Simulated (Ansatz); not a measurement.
C3H8AlF can be A, `CC[CH2][AlH][F]`, or B, `CC[CH](F)[AlH2]`.

Computed with Ansatz on PBE0-D4/def2-TZVP structures; ΔE is electronic, products minus reactants. CCSD(T)/CBS adds triple-zeta CCSD(T) − MP2 to the extrapolated MP2 energy (def2 sets, frozen cores). Functionals use def2-TZVPP. B3LYP here is the variant with VWN-RPA as its local correlation; programs differ in this. Each species was taken in one conformer, which may not be the lowest.

A:

```xyz
13

C    -0.1110   -1.8839    0.4650
C    -0.0264   -0.3767    0.6450
C     0.0269    0.3858   -0.6791
Al    0.1367    2.3231   -0.5192
F     0.2028    3.2279   -1.9031
H    -1.0053   -2.1591   -0.1012
H     0.7547   -2.2595   -0.0876
H    -0.1481   -2.4049    1.4252
H    -0.8840   -0.0370    1.2373
H     0.8555   -0.1363    1.2501
H    -0.8524    0.1422   -1.2914
H     0.8811    0.0428   -1.2790
H     0.1696    3.1354    0.8380
```

B:

```xyz
13

C     1.361    1.230   -0.595
C     0.081    0.718    0.048
C    -0.081   -0.789   -0.045
F     1.010   -1.407    0.602
Al   -1.783   -1.484    0.715
H     1.453    2.313   -0.487
H     1.381    0.994   -1.663
H     2.236    0.768   -0.134
H    -0.790    1.177   -0.435
H     0.050    1.026    1.099
H     0.003   -1.074   -1.106
H    -3.140   -1.058    0.003
H    -1.782   -2.414    1.998
```

(1) Which is lower in electronic energy at CCSD(T)/CBS, and by how much? (An estimate is asked.)

(2) Give E(B) − E(A) in kJ/mol with CCSD(T)/def2-TZVPP, B3LYP-D4, CCSD/def2-TZVPP, PBE-D4, B3LYP, r2SCAN-D4, PBE0-D4. (An estimate is asked.)

Largest T1 diagnostic: 0.011.

Answers

(1) The calculation gave: A, by 295.6 kJ/mol.

(2) Ansatz gave: CCSD(T)/def2-TZVPP 292.0, B3LYP-D4 283.6, CCSD/def2-TZVPP 292.7, PBE-D4 276.5, B3LYP 285.0, r2SCAN-D4 288.6, PBE0-D4 282.5. None reverses the order clearly.

In def2-TZVPP, CCSD(T) changes the Hartree–Fock value by +6.2 kJ/mol (the triples alone add −0.7 kJ/mol) and MP2 by +20.6 kJ/mol. From PBE to PBE0 (25 % exact exchange), in def2-TZVPP and without D4, E(B) − E(A) moves by +5.8 kJ/mol.
